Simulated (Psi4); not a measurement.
H4O4Si, charge +1, doublet, geometry from GFN2-xTB (a state made from the parent by changing its charge; the spin is typed, not shown lowest); PBE/6-31G** (Psi4).

Here is a job for Psi4.
```
memory 2 GB

molecule mol {
1 2
  O     0.796124    1.187021   -0.751768
  Si    0.000000    0.000000   -0.000000
  O    -1.092525    0.616850    1.016795
  O    -0.782245   -0.916290   -1.075403
  O     1.078646   -0.887580    0.810376
  H     1.067174    2.052934   -0.435624
  H    -1.477824    0.247941    1.815964
  H    -1.213786   -0.677848   -1.900108
  H     1.624436   -1.623027    0.519767
symmetry c1
}

set basis 6-31g**
set reference uks

energy('pbe')
print_variables()
```

Q: What does Psi4 print? Leave out banner, timings and long lists.

A: 
```
   => Loading Basis Set <=

    Name: 6-31G**
    Role: ORBITAL
    Keyword: BASIS

         ---------------------------------------------------------
                                   SCF
               by Justin Turney, Rob Parrish, Andy Simmonett
                          and Daniel G. A. Smith
                              UKS Reference
         ---------------------------------------------------------

  ==> Geometry <==

    Molecular point group: c1
    Full point group: C1

    Geometry (in Angstrom), charge = 1, multiplicity = 2:

       Center              X                  Y                   Z               Mass
    ------------   -----------------  -----------------  -----------------  -----------------
         O            0.796124000000     1.187020833365    -0.751767989500    15.994914619570
         SI          -0.000000000000    -0.000000166635     0.000000010500    27.976926534650
         O           -1.092525000000     0.616849833365     1.016795010500    15.994914619570
         O           -0.782245000000    -0.916290166635    -1.075402989500    15.994914619570
         O            1.078646000000    -0.887580166635     0.810376010500    15.994914619570
         H            1.067174000000     2.052933833365    -0.435623989500     1.007825032230
         H           -1.477824000000     0.247940833365     1.815964010500     1.007825032230
         H           -1.213786000000    -0.677848166635    -1.900107989500     1.007825032230
         H            1.624436000000    -1.623027166635     0.519767010500     1.007825032230

  Running in c1 symmetry.

  Rotational constants: A =      0.13595  B =      0.13253  C =      0.13253 [cm^-1]
  Rotational constants: A =   4075.57360  B =   3973.00359  C =   3973.00301 [MHz]
  Nuclear repulsion =  270.656355996939226

  Charge       = 1
  Multiplicity = 2
  Electrons    = 49
  Nalpha       = 25
  Nbeta        = 24

  ==> Algorithm <==

  SCF Algorithm Type is DF.
  DIIS enabled.
  MOM disabled.
  Fractional occupation disabled.
  Guess Type is SAD.
  Energy threshold   = 1.00e-06
  Density threshold  = 1.00e-06
  Integral threshold = 1.00e-12

  ==> Primary Basis <==

  Basis Set: 6-31G**
    Blend: 6-31G**
    Number of shells: 44
    Number of basis functions: 99
    Number of Cartesian functions: 99
    Spherical Harmonics?: false
    Max angular momentum: 2

  ==> DFT Potential <==

   => LibXC <=

    Version 7.1.2
    S. Lehtola, C. Steigemann, M. J. T. Oliveira, and M. A. L. Marques,  SoftwareX 7, 1–5 (2018) (10.1016/j.softx.2017.11.002)

   => Composite Functional: PBE <=

    PBE GGA Exchange-Correlation Functional

    J.P. Perdew et. al., Phys. Rev. Lett., 77(18), 3865-3868, 1996

    Deriv               =              1
    GGA                 =           TRUE
    Meta                =          FALSE

    Exchange Hybrid     =          FALSE
    MP2 Hybrid          =          FALSE

   => Exchange Functionals <=

    1.0000     XC_GGA_X_PBE

   => Correlation Functionals <=

    1.0000     XC_GGA_C_PBE

   => LibXC Density Thresholds  <==

    XC_GGA_C_PBE:  1.00E-12
    XC_GGA_X_PBE:  1.00E-15

   => Molecular Quadrature <=

    Radial Scheme          =       TREUTLER
    Pruning Scheme         =           NONE
    Nuclear Scheme         =       TREUTLER

    Blocking Scheme        =         OCTREE
    BS radius alpha        =              1
    Pruning alpha          =              1
    Radial Points          =             75
    Spherical Points       =            302
    Total Points           =         195167
    Total Blocks           =           1508
    Max Points             =            256
    Max Functions          =             97
    Weights Tolerance      =       1.00E-15

   => Loading Basis Set <=

    Name: (6-31G** AUX)
    Role: JKFIT
    Keyword: DF_BASIS_SCF

  ==> Integral Setup <==

  SCF_SUBTYPE=INCORE selected. In-core MEM_DF algorithm will be used.
  Using in-core AOs.

  ==> MemDFJK: Density-Fitted J/K Matrices <==

[...]
   @DF-UKS iter  37:  -592.08403186512862   -2.26181e-03   2.49172e-03 DIIS/ADIIS
   @DF-UKS iter  38:  -592.09165731181429   -7.62545e-03   2.24563e-03 DIIS/ADIIS
   @DF-UKS iter  39:  -592.11974117234797   -2.80839e-02   9.49078e-04 DIIS/ADIIS
   @DF-UKS iter  40:  -592.09572957854516    2.40116e-02   2.11430e-03 DIIS/ADIIS
   @DF-UKS iter  41:  -592.09889878659180   -3.16921e-03   2.00166e-03 DIIS/ADIIS
   @DF-UKS iter  42:  -592.08786727748156    1.10315e-02   2.36493e-03 DIIS/ADIIS
   @DF-UKS iter  43:  -592.12538056253152   -3.75133e-02   8.90261e-05 DIIS
   @DF-UKS iter  44:  -592.12226845258920    3.11211e-03   7.08752e-04 DIIS/ADIIS
   @DF-UKS iter  45:  -592.12338101149373   -1.11256e-03   5.71323e-04 DIIS/ADIIS
   @DF-UKS iter  46:  -592.12542630978828   -2.04530e-03   2.08436e-05 DIIS
   @DF-UKS iter  47:  -592.12541707403125    9.23576e-06   4.34482e-05 DIIS
   @DF-UKS iter  48:  -592.12542303858800   -5.96456e-06   3.04277e-05 DIIS
   @DF-UKS iter  49:  -592.12542764991383   -4.61133e-06   1.36792e-05 DIIS
   @DF-UKS iter  50:  -592.12542848582905   -8.35915e-07   7.28666e-06 DIIS
   @DF-UKS iter  51:  -592.12542879339514   -3.07566e-07   1.95207e-06 DIIS
   @DF-UKS iter  52:  -592.12542881670618   -2.33110e-08   3.00528e-07 DIIS
  Energy and wave function converged.

  ==> Post-Iterations <==

   Electrons on quadrature grid:
      Nalpha   =   25.0000233537 ; deviation = 2.335e-05
      Nbeta    =   24.0000196210 ; deviation = 1.962e-05
      Ntotal   =   49.0000429748 ; deviation = 4.297e-05

   @Spin Contamination Metric:   2.034110302E-03
   @S^2 Expected:                7.500000000E-01
   @S^2 Observed:                7.520341103E-01
   @S   Expected:                5.000000000E-01
   @S   Observed:                5.000000000E-01

    Orbital Energies [Eh]
    ---------------------

    Alpha Occupied:

[...]
      25A     -0.504449

    Alpha Virtual:

[...]
    Beta Occupied:

[...]
    Beta Virtual:

[...]
    Final Occupation by Irrep:
              A
    DOCC [    24 ]
    SOCC [     1 ]
    NA   [    25 ]
    NB   [    24 ]

  @DF-UKS Final Energy:  -592.12542881670618

   => Energetics <=

    Nuclear Repulsion Energy =            270.6563559969392259
    One-Electron Energy =               -1345.3942973923940372
    Two-Electron Energy =                 538.7410811638781070
    DFT Exchange-Correlation Energy =     -56.1285685851295213
    Empirical Dispersion Energy =           0.0000000000000000
    VV10 Nonlocal Energy =                  0.0000000000000000
    Total Energy =                       -592.1254288167061759

  UHF NO Occupations:
  HONO-2 :   23  A 1.9997151
  HONO-1 :   24  A 1.9996129
  HONO-0 :   25  A 1.0000000
  LUNO+0 :   26  A 0.0003871
  LUNO+1 :   27  A 0.0002849
  LUNO+2 :   28  A 0.0001462
  LUNO+3 :   29  A 0.0000333

Computation Completed

Properties will be evaluated at   0.000000,   0.000000,   0.000000 [a0]

Properties computed using the SCF density matrix

 Multipole Moments:

 ------------------------------------------------------------------------------------
     Multipole            Electronic (a.u.)      Nuclear  (a.u.)        Total (a.u.)
 ------------------------------------------------------------------------------------

 L = 1.  Multiply by 2.5417464519 to convert [e a0] to [Debye]
 Dipole X            :          0.0291115            0.0000000            0.0291115
 Dipole Y            :          0.0046486           -0.0000006            0.0046480
 Dipole Z            :          0.0009124           -0.0000009            0.0009115
 Magnitude           :                                                    0.0294943

 ------------------------------------------------------------------------------------

  Variable Map:
  ----------------------------------------------------------------------------
[...]
  Array Variable Map:
  ----------------------------------------------------------------------------
[...]
[...]
```
